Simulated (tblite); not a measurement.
C8H12P2.
Atom-mapped SMILES: `[CH3:1][c:2]1[cH:3][cH:4][c:5]([PH:6][CH2:7][PH2:8])[cH:9][cH:10]1` (hydrogens: H11, H12, H13 on C1; H14 on C3; H15 on C4; H16 on P6; H17, H18 on C7; H19, H20 on P8; H21 on C9; H22 on C10)

Computed geometry: GFN2-xTB, gas phase.

What internal coordinates does the optimisation give?

```
                  bond  length (pm)
                 C1–C2        149.8
         C2–C3, C2–C10        139.0
         C3–C4, C9–C10        138.1
          C4–C5, C5–C9        139.1
                 C5–P6        182.6
                 P6–C7        186.8
                 C7–P8        186.0
C1–H11, C1–H12, C1–H13        108.9
       C3–H14, C10–H22        108.1
        C4–H15, C9–H21        108.2
                P6–H16        140.2
        C7–H17, C7–H18        109.5
        P8–H19, P8–H20        139.6
```

Bonds in one row agree within 1 pm and their mean is given. A selection of angles:
```
     angle  degrees
 C2–C1–H11    110.9
 C2–C1–H12    109.9
H11–C1–H12    108.0
H11–C1–H13    109.1
  C1–C2–C3    120.8
 C3–C2–C10    118.5
  C2–C3–C4    120.7
 C2–C3–H14    119.5
 C4–C3–H14    119.7
  C3–C4–C5    120.5
 C3–C4–H15    120.1
 C5–C4–H15    119.4
  C4–C5–P6    118.5
  C4–C5–C9    118.9
  P6–C5–C9    122.5
  C5–P6–C7     97.5
 C5–P6–H16     95.4
 C7–P6–H16     94.7
  P6–C7–P8    112.6
 P6–C7–H17    108.4
 P6–C7–H18    111.2
 P8–C7–H17    107.6
 P8–C7–H18    109.2
H17–C7–H18    107.6
 C7–P8–H19     95.8
H19–P8–H20     91.4
 C5–C9–C10    120.3
```

Dihedral angles: C4–C5–P6–C7 -82° (synclinal); C5–P6–C7–P8 -170° (antiperiplanar). The mirror-image conformer, all signs reversed, is as good.

The 7 C–C bonds span 1.381 Å (C3–C4, aromatic) to 1.498 Å (C1–C2, drawn single), a spread of 0.117 Å. P6 (phosphine phosphorus) is pyramidal (angles 97.5°, 95.4° and 94.7°, sum 287.6°, 0.86 Å off the plane of its three neighbours). The 6-membered ring C2–C3–C4–C5–C9–C10 has internal angles of 118.5° to 121.0° (sum 720°, against 720° for a flat polygon); it is planar, 0.00 Å rms from its mean plane, widest ring torsion 1°. P8 (phosphine phosphorus) is pyramidal (angles 95.8°, 95.4° and 91.4°, sum 282.7°, 0.81 Å off the plane of its three neighbours). The C–P distances run from 1.826 Å (C5–P6, drawn single) to 1.868 Å (P6–C7, drawn single), a spread of 0.042 Å. Of the pairs four or more bonds apart, H16···H21 is among the closest relative to their van der Waals radii: 2.33 Å, 97 % of the sum of Bondi's values.

Point group: C1 (no symmetry element, even within 0.4 Å). Its lowest GFN2-xTB frequency is 12 cm⁻¹, too small to tell a flat minimum from a shallow saddle. The numbers are those of one conformer (C4–C5–P6–C7 -82°, C5–P6–C7–P8 -170°, P6–C7–P8–H 48° and -44°).
